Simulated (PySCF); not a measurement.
Dipole response of Te⁻ (tellurium, charge -1)

[Kr] 4d10 5s2 5p5, 2P determinant. Computed with PySCF 2.14 in x2c-QZVPPall with one added diffuse shell each of s, p, d, f type (14s10p8d5f1g, 128 functions), with scalar relativity by spin-free X2C-1e. Coupled (time-dependent) response in atomic units; α is the mean over directions.

```csv
method,mean α (bohr³),"α xx, yy, zz",C₆ (like pair),S(−4)
PBE0,97.67,"78.21, 107.4, 107.4",1485,3563
r2SCAN0,95.36,"75.61, 105.2, 105.2",1483,3112
```

S(−4) is the Cauchy moment in α(ω) = α(0) + S(−4) ω² + …

Spin-orbit coupling is absent.

α(iu) at r2SCAN0:

```json
{"u (hartree)": "0", "α(iu) (bohr³)": "95.36"}
{"u (hartree)": "0.0500", "α(iu) (bohr³)": "88.47"}
{"u (hartree)": "0.100", "α(iu) (bohr³)": "74.40"}
{"u (hartree)": "0.200", "α(iu) (bohr³)": "49.62"}
{"u (hartree)": "0.300", "α(iu) (bohr³)": "34.29"}
{"u (hartree)": "0.500", "α(iu) (bohr³)": "18.97"}
{"u (hartree)": "0.750", "α(iu) (bohr³)": "10.97"}
{"u (hartree)": "1.00", "α(iu) (bohr³)": "7.255"}
{"u (hartree)": "1.50", "α(iu) (bohr³)": "4.021"}
{"u (hartree)": "2.00", "α(iu) (bohr³)": "2.657"}
{"u (hartree)": "3.00", "α(iu) (bohr³)": "1.480"}
{"u (hartree)": "5.00", "α(iu) (bohr³)": "0.6814"}
```

For an ion, C₆ is the dispersion term alone; charge-induced terms of lower order in 1/R come first.

The components differ because the open shell of this determinant is not spherical; for a pure term their mean is the scalar polarisability.

The outer electron is barely bound at this level, so radii and moments hang on the diffuse functions.
